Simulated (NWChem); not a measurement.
System meant: CrO$_{2}$F cation; SMILES [F][Cr+](=[O])=[O]

The following NWChem deck was run.

```
start job
memory heap 200 mb stack 900 mb global 1100 mb
charge 1
geometry units angstroms noautosym nocenter noautoz
  Cr     0.275237    -0.055126     0.000000
  O     -0.292591    -0.773048     1.236141
  O     -0.292591    -0.773048    -1.236141
  F     -0.205459     1.545772     0.000000
end
basis spherical
  * library def2-svp
end
dft
  xc xtpss03 ctpss03
  iterations 150
end
property
  shielding 3 1 2 4
end
task dft property
```

End of the output:

```
 Vector   27  Occ=0.000000D+00  E=-4.714447D-01
              MO Center=  4.4D-02, -3.0D-01,  2.4D-11, r^2= 1.4D+00
   Bfn.  Coefficient  Atom+Function         Bfn.  Coefficient  Atom+Function
  ----- ------------  ---------------      ----- ------------  ---------------
    18      0.612533  1 Cr d  1              16      0.422347  1 Cr d -1
    35      0.258628  2 O  px                49     -0.258628  3 O  px
    36     -0.202111  2 O  py                50      0.202111  3 O  py
    38      0.194583  2 O  px                52     -0.194583  3 O  px
    39     -0.154476  2 O  py                53      0.154476  3 O  py

 center of mass
 --------------
 x =   0.01895848 y =   0.03257457 z =   0.00000000

 moments of inertia (a.u.)
 ------------------
         405.391984203234          -1.414301824562           0.000000000000
          -1.414301824562         201.218418540537           0.000000000000
           0.000000000000           0.000000000000         257.489794070696

     Multipole analysis of the density
     ---------------------------------

     L   x y z        total         alpha         beta         nuclear
     -   - - -        -----         -----         ----         -------
     0   0 0 0      1.000000    -24.000000    -24.000000     49.000000

     1   1 0 0      1.292258      0.575169      0.575169      0.141920
     1   0 1 0     -0.223050     -0.319542     -0.319542      0.416035
     1   0 0 1     -0.000000     -0.000000     -0.000000      0.000000

     2   2 0 0    -16.836873    -14.788862    -14.788862     12.740851
     2   1 1 0     -0.232794     -0.824378     -0.824378      1.415963
     2   1 0 1      0.000000      0.000000      0.000000      0.000000
     2   0 2 0    -19.886352    -65.543369    -65.543369    111.200386
     2   0 1 1      0.000000      0.000000      0.000000      0.000000
     2   0 0 2    -19.367911    -53.337919    -53.337919     87.307927

          -----------------------------------------
          Chemical Shielding Tensors (GIAO, in ppm)
          -----------------------------------------

 ------------------------------------------------------------------------
  xtpss03: d2 not coded                    0
 ------------------------------------------------------------------------
 ------------------------------------------------------------------------
  current input line :
    20: task dft property
 ------------------------------------------------------------------------
 ------------------------------------------------------------------------
 This error has not yet been assigned to a category
 ------------------------------------------------------------------------
 For more information see the NWChem manual at https://nwchemgit.github.io

0: xtpss03: d2 not coded:Received an Error in Communication
```

Q: What is wrong, and how is it mended?

A: The run crashed. Cause: this functional's second derivatives, which shieldings need, aren't coded here; the fix takes a hybrid GGA instead. This input runs:
```
start job
memory heap 200 mb stack 900 mb global 1100 mb
charge 1
geometry units angstroms noautosym nocenter noautoz
  Cr     0.275237    -0.055126     0.000000
  O     -0.292591    -0.773048     1.236141
  O     -0.292591    -0.773048    -1.236141
  F     -0.205459     1.545772     0.000000
end
basis spherical
  * library def2-svp
end
dft
  xc pbe0
  iterations 150
end
property
  shielding 3 1 2 4
end
task dft property
```
It converges to -1293.55879 Ha (PBE0/def2-SVP, GIAO).
